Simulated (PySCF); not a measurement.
## Broadened absorption spectrum of SnHMe2F

SnHMe2F, C₂H₇FSn.
Geometry (PBE0-D3(BJ)/def2-SVP, Å), atoms numbered from 1 in this order:
```
atom  x, y, z in Å
Sn1   -0.2956   -0.5102    0.4881
H2    -0.4924   -0.8068    2.1686
C3     1.7401   -0.5632   -0.1665
H4     2.3022    0.2708    0.2791
H5     1.7743   -0.4731   -1.2614
H6     2.2073   -1.5113    0.1332
C7    -1.3822    1.1888   -0.2242
H8    -2.4310    1.1278    0.0974
H9    -1.3406    1.2132   -1.3222
H10   -0.9374    2.1135    0.1721
F11   -1.1446   -2.0494   -0.3642
```

Theory: TDDFT CAM-B3LYP/def2-SVPD, vertical, gas phase, core orbitals frozen in the response, def2 core potentials past Kr in PySCF. Spin–orbit coupling is left out.

Broadening: Gaussians 0.5 eV wide at half height, area fixed by f = 4.319×10⁻⁹ ∫ε dν̃. The cross-section is σ = 3.8235×10⁻²¹ ε cm², given in Mb (10⁻¹⁸ cm²). The width is an assumption, not a result. The curve ends short of the highest state used, and states not computed would add to its high-energy end.

```
E (eV)  σ (Mb)
  6.32    0.00
  6.39    0.00
  6.45    0.00
  6.52    0.00
  6.59    0.00
  6.65    0.01
  6.72    0.03
  6.79    0.08
  6.85    0.20
  6.92    0.49
  6.99    1.17
  7.05    2.31
  7.12    4.76
  7.19    8.98
  7.25   14.39
  7.32   22.79
  7.38   31.23
  7.45   41.09
  7.52   48.97
  7.58   52.82
  7.65   53.39
  7.72   50.66
  7.78   47.34
  7.85   44.58
  7.92   45.07
  7.98   49.11
  8.05   58.54
  8.12   72.83
  8.18   88.04
  8.25  107.04
```

Problem. Locate the maxima and give the states behind the curve.

Solution. 163 nm (7.62 eV), ε about 14000, made up of S3 (92%) (ε in L mol⁻¹ cm⁻¹; maxima over ε = 5, shares over 10%). At its high-energy end, 8.25 eV, the curve is still rising (ε about 28000, from S4, S7 and S8). The states used: S1 7.07 eV (f 0.0000); S2 7.31 eV (f 0.0042); S3 7.59 eV (f 0.243); S4 8.03 eV (f 0.101); S5 8.23 eV (f 0.037); S6 8.24 eV (f 0.032); S7 8.38 eV (f 0.231); S8 8.49 eV (f 0.381); S9 8.85 eV (f 0.0019).

Problem. What would ε be at 7.62 eV, the highest of these maxima, with half the width (0.25 eV)?

Solution. About 25400 L mol⁻¹ cm⁻¹ against 14000, a factor of about 1.8; a lone state at its own centre would give exactly 2.

Problem. Coming from long wavelengths, where does ε first pass 100 L mol⁻¹ cm⁻¹?

Solution. At about 180 nm (6.90 eV), 0.17 eV below S1.

Problem. Does any computed singlet lie in the visible range?

Solution. No computed singlet lies in the visible range (380 to 750 nm); the lowest, at 175 nm, stands 3.81 eV above its violet end (3.26 eV).

All these states lie below the vertical ionisation energy of 10.53 eV (ΔSCF).
